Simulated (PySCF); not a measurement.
PySCF input file for Sb(F)2(OMe) (CH3F2OSb), SMILES C[O][Sb]([F])[F], TDA-M06-2X/def2-SVPD. The structure is a stationary point at B3LYP-D3(BJ)/def2-SVP. The def2 effective core potentials stand for the cores of Sb; spin–orbit coupling is left out. Other conformers were not sampled.

```python
import numpy as np
from pyscf import gto, scf, dft, tdscf

mol = gto.M(
    atom='''
    Sb   -0.50735133    0.31483890   -0.00000000
    F    -0.43089460   -1.02237725    1.40583385
    F    -0.43089461   -1.02237726   -1.40583384
    O     1.41030255    0.73028376   -0.00000000
    C     2.39228899   -0.29973713   -0.00000000
    H     3.38277957    0.18114074   -0.00000001
    H     2.30604351   -0.93949076    0.89480500
    H     2.30604351   -0.93949076   -0.89480501
    ''',
    basis='def2-SVPD',
    ecp={'Sb': 'def2-svp'},
    charge=0,
    spin=0,
    symmetry=True,
    max_memory=1600,
    verbose=4,
)
mf = dft.RKS(mol, xc='m06-2x').density_fit(auxbasis='def2-universal-jkfit')
mf.grids.level = 4
mf.conv_tol = 1e-9
mf.max_cycle = 100
mf.kernel()
mf.grids = dft.Grids(mol).set(level=2).build(with_non0tab=True)  # coarser grid for the response kernel
td = tdscf.TDA(mf)
td.singlet = True
td.nstates = 10
td.conv_tol = 1e-4
td.positive_eig_threshold = 1e-6
td.kernel(x0=td.get_init_guess(mf, 15))
td.analyze()
tt = tdscf.TDA(mf)
tt.singlet = False
tt.nstates = 4
tt.conv_tol = 1e-4
tt.positive_eig_threshold = 1e-6
tt.kernel(x0=tt.get_init_guess(mf, 9))
tt.analyze(verbose=3)
```

Program output:

```
PySCF version 2.14.0

[INPUT] verbose = 4
[INPUT] num. atoms = 8
[INPUT] num. electrons = 58
[INPUT] charge = 0
[INPUT] spin (= nelec alpha-beta = 2S) = 0
[INPUT] symmetry True subgroup None
[INPUT] Mole.unit = angstrom
[INPUT] Symbol           X                Y                Z      unit          X                Y                Z       unit  Magmom
[INPUT]  1 Sb    -0.507351330000   0.314838900000   0.000000000000 AA   -0.958755062634   0.594959294359   0.000000000000 Bohr   0.0
[INPUT]  2 F     -0.430894600000  -1.022377250000   1.405833850000 AA   -0.814272782554  -1.932012998486   2.656640953143 Bohr   0.0
[INPUT]  3 F     -0.430894610000  -1.022377260000  -1.405833840000 AA   -0.814272801451  -1.932013017383  -2.656640934246 Bohr   0.0
[INPUT]  4 O      1.410302550000   0.730283760000   0.000000000000 AA    2.665085572276   1.380036299618   0.000000000000 Bohr   0.0
[INPUT]  5 C      2.392288990000  -0.299737130000   0.000000000000 AA    4.520771001912  -0.566421085063   0.000000000000 Bohr   0.0
[INPUT]  6 H      3.382779570000   0.181140740000  -0.000000010000 AA    6.392526927074   0.342306388601  -0.000000018897 Bohr   0.0
[INPUT]  7 H      2.306043510000  -0.939490760000   0.894805000000 AA    4.357790665231  -1.775380232959   1.690936384891 Bohr   0.0
[INPUT]  8 H      2.306043510000  -0.939490760000  -0.894805010000 AA    4.357790665231  -1.775380232959  -1.690936403789 Bohr   0.0

nuclear repulsion = 298.754921042573
point group symmetry = Cs
symmetry origin: [ 4.61444743e-09 -3.73550516e-09  1.53814919e-09]
symmetry axis x: [ 1.00000000e+00 -9.32663637e-10  5.97729420e-10]
symmetry axis y: [-9.32663641e-10 -1.00000000e+00  6.28049800e-09]
symmetry axis z: [-5.97729414e-10  6.28049765e-09  1.00000000e+00]
num. orbitals of irrep A' = 89
num. orbitals of irrep A" = 56
number of shells = 59
number of NR pGTOs = 226
number of NR cGTOs = 145
basis = def2-SVPD
ecp = {'Sb': 'def2-svp'}


******** <class 'pyscf.df.df_jk.DFSymAdaptedRKS'> ********
method = DFSymAdaptedRKS
initial guess = minao
damping factor = 0
level_shift factor = 0
DIIS = <class 'pyscf.scf.diis.CDIIS'>
diis_start_cycle = 1
diis_space = 8
diis_damp = 0
SCF conv_tol = 1e-09
SCF conv_tol_grad = None
SCF max_cycles = 100
direct_scf = False
XC library pyscf.dft.libxc version 7.1.2
    S. Lehtola, C. Steigemann, M. J. T. Oliveira, and M. A. L. Marques,  SoftwareX 7, 1–5 (2018)
XC functionals = m06-2x
    Y. Zhao and D. G. Truhlar,  Theor. Chem. Acc. 120, 215 (2008)
    Y. Zhao and D. G. Truhlar,  Theor. Chem. Acc. 120, 215 (2008)
radial grids:
    Treutler-Ahlrichs [JCP 102, 346 (1995); DOI:10.1063/1.469408] (M4) radial grids

becke partition: Becke, JCP 88, 2547 (1988); DOI:10.1063/1.454033
pruning grids: <function nwchem_prune>
grids dens level: 4
symmetrized grids: True
atomic radii adjust function: <function treutler_atomic_radii_adjust>
small_rho_cutoff = 0
Freeze 0 electrons in irreps []
    58 free electrons in irreps A' A"
Set gradient conv threshold to 3.16228e-05
Initial guess from minao.
tot grids = 193792
******** <class 'pyscf.df.df.DF'> ********
auxbasis = def2-universal-jkfit
init E= -528.620533921648
HOMO (A') = -0.695177660790904  LUMO (A') = -0.665436341712571  gap/eV = 0.80930
cycle= 1 E= -551.938184118012  delta_E= -23.3  |g|= 3.13  |ddm|= 13.2
HOMO (A') = -0.157906936618425  LUMO (A") = -0.157362098023361  gap/eV = 0.01483

WARN: A' HOMO -0.157906936618425 > system LUMO -0.157362098023361


WARN: A" LUMO -0.157362098023361 < system HOMO -0.157906936618425

cycle= 2 E= -532.764176809871  delta_E= 19.2  |g|= 6.93  |ddm|= 18.3
HOMO (A") = -0.246408662839876  LUMO (A") = -0.0162143790118634  gap/eV = 6.26391
cycle= 3 E= -554.175733479407  delta_E= -21.4  |g|= 1.69  |ddm|= 15.4
HOMO (A") = -0.352163829848241  LUMO (A") = -0.0599914031475564  gap/eV = 7.95042
cycle= 4 E= -554.649225467646  delta_E= -0.473  |g|= 0.619  |ddm|= 2.31
HOMO (A') = -0.380157323210991  LUMO (A") = -0.0225359863038648  gap/eV = 9.73137
cycle= 5 E= -554.711012603152  delta_E= -0.0618  |g|= 0.133  |ddm|= 0.491
HOMO (A") = -0.375873676241433  LUMO (A") = -0.0226670582514217  gap/eV = 9.61124
cycle= 6 E= -554.715048295539  delta_E= -0.00404  |g|= 0.0488  |ddm|= 0.186
HOMO (A") = -0.368837231790369  LUMO (A") = -0.0254035771178707  gap/eV = 9.34531
cycle= 7 E= -554.715493988544  delta_E= -0.000446  |g|= 0.0265  |ddm|= 0.0835
HOMO (A") = -0.373217299246061  LUMO (A") = -0.0258957567053599  gap/eV = 9.45110
cycle= 8 E= -554.715623011637  delta_E= -0.000129  |g|= 0.00734  |ddm|= 0.0266
HOMO (A") = -0.372175984177069  LUMO (A") = -0.0252800794551646  gap/eV = 9.43952
cycle= 9 E= -554.7156353664  delta_E= -1.24e-05  |g|= 0.00101  |ddm|= 0.00936
HOMO (A") = -0.372404878077866  LUMO (A") = -0.0252657794255313  gap/eV = 9.44614
cycle= 10 E= -554.715635775759  delta_E= -4.09e-07  |g|= 0.000225  |ddm|= 0.00212
HOMO (A") = -0.372403889443138  LUMO (A") = -0.0252710555700233  gap/eV = 9.44597
cycle= 11 E= -554.715635809338  delta_E= -3.36e-08  |g|= 7.6e-05  |ddm|= 0.000754
HOMO (A") = -0.372397816441815  LUMO (A") = -0.0252729934691835  gap/eV = 9.44575
cycle= 12 E= -554.715635811786  delta_E= -2.45e-09  |g|= 1.58e-05  |ddm|= 0.000174
HOMO (A") = -0.37239820170182  LUMO (A") = -0.0252718830142449  gap/eV = 9.44579
cycle= 13 E= -554.715635811925  delta_E= -1.39e-10  |g|= 4.46e-06  |ddm|= 4.54e-05
HOMO (A") = -0.372399417865999  LUMO (A") = -0.0252724893294776  gap/eV = 9.44580
Extra cycle  E= -554.715635811926  delta_E= -1.59e-12  |g|= 3.68e-06  |ddm|= 1.35e-05
converged SCF energy = -554.715635811926
tot grids = 75784
Overwritten attributes  positive_eig_threshold  of <class 'pyscf.tdscf.rks.TDA'>


******** <class 'pyscf.tdscf.rks.TDA'> for <class 'pyscf.df.df_jk.DFSymAdaptedRKS'> ********
nstates = 10 singlet
deg_eia_thresh = 1.000e-03
wfnsym = None
conv_tol = 0.0001
eigh lindep = 1e-12
eigh level_shift = 0
eigh max_cycle = 100


Excitation energies (eV)
[6.5097655  6.67322468 6.70920428 7.0457352  7.65936897 7.6731881
 7.81748082 8.47015352 8.6429378  8.80831384]

** Singlet excitation energies and oscillator strengths **
Excited State   1:   A"      6.50977 eV    190.46 nm  f=0.0183
      28 -> 30        0.40269
      29 -> 31       -0.54107
      29 -> 33       -0.12028
Excited State   2:   A"      6.67322 eV    185.79 nm  f=0.0637
      28 -> 30       -0.56221
      29 -> 31       -0.39226
Excited State   3:   A'      6.70920 eV    184.80 nm  f=0.0141
      28 -> 31       -0.28407
      29 -> 30       -0.61858
Excited State   4:   A'      7.04574 eV    175.97 nm  f=0.1919
      28 -> 31       -0.62747
      29 -> 30        0.27426
Excited State   5:   A'      7.65937 eV    161.87 nm  f=0.0796
      27 -> 31        0.65732
      28 -> 33       -0.12923
Excited State   6:   A"      7.67319 eV    161.58 nm  f=0.0330
      27 -> 30        0.35260
      29 -> 31        0.18375
      29 -> 32        0.36703
      29 -> 33       -0.39335
      29 -> 34        0.12343
      29 -> 41        0.10358
Excited State   7:   A"      7.81748 eV    158.60 nm  f=0.1340
      26 -> 31       -0.11405
      27 -> 30        0.57571
      29 -> 32       -0.21558
      29 -> 33        0.26338
Excited State   8:   A'      8.47015 eV    146.38 nm  f=0.3568
      27 -> 31       -0.18750
      27 -> 32        0.10134
      27 -> 33        0.11315
      28 -> 32        0.42083
      28 -> 33       -0.46099
      29 -> 30        0.12472
Excited State   9:   A"      8.64294 eV    143.45 nm  f=0.0014
      29 -> 32       -0.44313
      29 -> 33       -0.47849
      29 -> 34       -0.20776
Excited State  10:   A'      8.80831 eV    140.76 nm  f=0.1883
      26 -> 30        0.13390
      27 -> 32        0.29399
      27 -> 33       -0.21673
      28 -> 32        0.42487
      28 -> 33        0.37238

** Transition electric dipole moments (AU) **
state          X           Y           Z        Dip. S.      Osc.
  1        -0.0000     -0.0000      0.3391      0.1150      0.0183
  2        -0.0000      0.0000     -0.6240      0.3894      0.0637
  3         0.0202     -0.2917     -0.0000      0.0855      0.0141
  4        -0.8866     -0.5707      0.0000      1.1117      0.1919
  5         0.2667      0.5940     -0.0000      0.4240      0.0796
  6         0.0000     -0.0000      0.4188      0.1754      0.0330
  7        -0.0000      0.0000      0.8365      0.6998      0.1340
  8        -1.2801      0.2845      0.0000      1.7195      0.3568
  9         0.0000     -0.0000      0.0803      0.0064      0.0014
 10        -0.7108      0.6060     -0.0000      0.8725      0.1883

WARN: ECP detected. Skipping calculation of transition velocity and magnetic dipole moments, which have not yet been implemented.



******** <class 'pyscf.tdscf.rks.TDA'> for <class 'pyscf.df.df_jk.DFSymAdaptedRKS'> ********
nstates = 4 triplet
deg_eia_thresh = 1.000e-03
wfnsym = None
conv_tol = 0.0001
eigh lindep = 1e-12
eigh level_shift = 0
eigh max_cycle = 100


Excitation energies (eV)
[5.17299197 5.32961899 6.18622542 6.2178635 ]

** Triplet excitation energies and oscillator strengths **
Excited State   1:   A"      5.17299 eV    239.68 nm  f=0.0000
Excited State   2:   A'      5.32962 eV    232.63 nm  f=0.0000
Excited State   3:   A'      6.18623 eV    200.42 nm  f=0.0000
Excited State   4:   A"      6.21786 eV    199.40 nm  f=0.0000
```

The run converged.
